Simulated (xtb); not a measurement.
H2HfI2, charge +1, quartet, at a GFN2-xTB geometry of the parent state (such geometries of metal compounds can be far from the true shape) (a state made from the parent by changing its charge; the spin is typed, not shown lowest); xtb with GFN1-xTB.

The xtb input:
```
$ xtb mol.xyz --gfn 1 --chrg 1 --uhf 3 --json

# file mol.xyz
5

Hf    -0.76624572    -0.43211545     0.54355670
I     -0.83512750     0.69617279    -2.02826489
I      1.92918833    -0.07918979     1.25216386
H     -1.75409959     0.60253026     1.62053960
H     -1.06143269    -2.19031726     0.37673281
```

The log (banner, timings and long lists left out):

```
   ID    Z sym.   atoms
    1   72 Hf     1
    2   53 I      2, 3
    3    1 H      4, 5

           -------------------------------------------------
          |                Calculation Setup                |
           -------------------------------------------------

           -------------------------------------------------
          |                 G F N 1 - x T B                 |
           -------------------------------------------------

          ...................................................
          :                      SETUP                      :
          :.................................................:
          :  # basis functions                  34          :
          :  # atomic orbitals                  31          :
          :  # shells                           13          :
          :  # electrons                        19          :
          :  # halogen bonds                     0          :
          :  max. iterations                   250          :
          :  Hamiltonian                  GFN1-xTB          :
          :  restarted?                      false          :
          :  GBSA solvation                  false          :
          :  PC potential                    false          :
          :  electronic temp.          300.0000000     K    :
          :  accuracy                    1.0000000          :
          :  -> integral cutoff          0.2500000E+02      :
          :  -> integral neglect         0.1000000E-07      :
          :  -> SCF convergence          0.1000000E-05 Eh   :
          :  -> wf. convergence          0.2000000E-04 e    :
          :  Broyden damping             0.4000000          :
          :  net charge                          1          :
          :  unpaired electrons                  3          :
          ...................................................

 iter      E             dE          RMSdq      gap      omega  full diag
   1     -9.3471856 -0.934719E+01  0.919E+00    0.05       0.0  T
   2     -9.2121507  0.135035E+00  0.739E+00    0.00       1.0  T
   3     -9.6091513 -0.397001E+00  0.403E+00    0.03       1.0  T
   4     -9.6425161 -0.333648E-01  0.104E+00    0.03       1.0  T
   5     -9.6468541 -0.433801E-02  0.283E-01    0.03       1.0  T
   6     -9.6472000 -0.345871E-03  0.672E-02    0.03       1.0  T
   7     -9.6472153 -0.152626E-04  0.205E-02    0.03       2.2  T
   8     -9.6472099  0.534901E-05  0.291E-02    0.03       1.5  T
   9     -9.6472163 -0.636004E-05  0.526E-03    0.03       8.5  T
  10     -9.6472165 -0.208141E-06  0.395E-04    0.03     113.3  T
  11     -9.6472165 -0.123418E-08  0.118E-05    0.03    3782.0  T
  12     -9.6472165 -0.714095E-12  0.325E-06    0.03   13768.2  T

   *** convergence criteria satisfied after 12 iterations ***

         :::::::::::::::::::::::::::::::::::::::::::::::::::::
         ::                     SUMMARY                     ::
         :::::::::::::::::::::::::::::::::::::::::::::::::::::
         :: total energy              -9.623915426447 Eh    ::
         :: gradient norm              0.034387203937 Eh/a0 ::
         :: HOMO-LUMO gap              0.028224687370 eV    ::
         ::.................................................::
         :: SCC energy                -9.647216498668 Eh    ::
         :: -> electrostatic           0.151231450805 Eh    ::
         :: repulsion energy           0.025270812342 Eh    ::
         :: dispersion energy         -0.001969740121 Eh    ::
         :: halogen bond corr.         0.000000000000 Eh    ::
         :: add. restraining           0.000000000000 Eh    ::
         :: total charge               0.999999999733 e     ::
         :::::::::::::::::::::::::::::::::::::::::::::::::::::

           -------------------------------------------------
          |                Property Printout                |
           -------------------------------------------------

    * Orbital Energies and Occupations

         #    Occupation            Energy/Eh            Energy/eV
      -------------------------------------------------------------
         1        2.0000           -1.1010285             -29.9605
         2        2.0000           -1.0994570             -29.9177
         3        2.0000           -0.7174756             -19.5235
         4        2.0000           -0.6784779             -18.4623
         5        2.0000           -0.6621705             -18.0186
         6        2.0000           -0.6571232             -17.8812
         7        1.9987           -0.6369670             -17.3328
         8        1.8398           -0.6322374             -17.2041
         9        1.1614           -0.6290979             -17.1186
        10        1.0000           -0.6210007             -16.8983
        11        0.6329           -0.4619394             -12.5700 (HOMO)
        12        0.3666           -0.4609022             -12.5418 (LUMO)
        13        0.0005           -0.4541143             -12.3571
        14        0.0000           -0.4503779             -12.2554
        15        0.0000           -0.4489906             -12.2177
        16                         -0.3002339              -8.1698
        17                         -0.2852026              -7.7608
        18                         -0.2843927              -7.7387
        19                         -0.2833754              -7.7110
        20                         -0.2775705              -7.5531
        21                         -0.2749354              -7.4814
        22                         -0.2683229              -7.3014
       ...                                ...                  ...
        31                          0.4834580              13.1556
      -------------------------------------------------------------
                  HL-Gap            0.0010372 Eh            0.0282 eV
             Fermi-level           -0.5460425 Eh          -14.8586 eV

  Mulliken/CM5 charges         n(s)   n(p)   n(d)
     1Hf    0.88813  0.94162   0.767  1.273  1.072
     2I     0.14091  0.10533   1.940  4.931 -0.012
     3I     0.14091  0.10533   1.940  4.931 -0.012
     4H    -0.08497 -0.07614   1.085  0.000  0.000
     5H    -0.08497 -0.07614   1.085  0.000  0.000

Wiberg/Mayer (AO) data.
largest (>0.10) Wiberg bond orders for each atom

 ---------------------------------------------------------------------------
     #   Z sym  total        # sym  WBO       # sym  WBO       # sym  WBO
 ---------------------------------------------------------------------------
     1  72 Hf   3.002 --     2 I    0.827     3 I    0.827     5 H    0.674
                             4 H    0.674
     2  53 I    1.388 --     1 Hf   0.827     3 I    0.358     5 H    0.101
                             4 H    0.101
     3  53 I    1.388 --     1 Hf   0.827     2 I    0.358     4 H    0.101
                             5 H    0.101
     4   1 H    0.887 --     1 Hf   0.674     3 I    0.101     2 I    0.101
     5   1 H    0.887 --     1 Hf   0.674     2 I    0.101     3 I    0.101
 ---------------------------------------------------------------------------

Topologies differ in total number of bonds
Writing topology from bond orders to xtbtopo.mol

 dipole moment from electron density (au)
     X       Y       Z
  -0.5902  -0.3328   0.4187  total (Debye):    2.024

           -------------------------------------------------
          | TOTAL ENERGY               -9.623915426447 Eh   |
          | GRADIENT NORM               0.034387203937 Eh/α |
          | HOMO-LUMO GAP               0.028224687370 eV   |
           -------------------------------------------------

normal termination of xtb
```
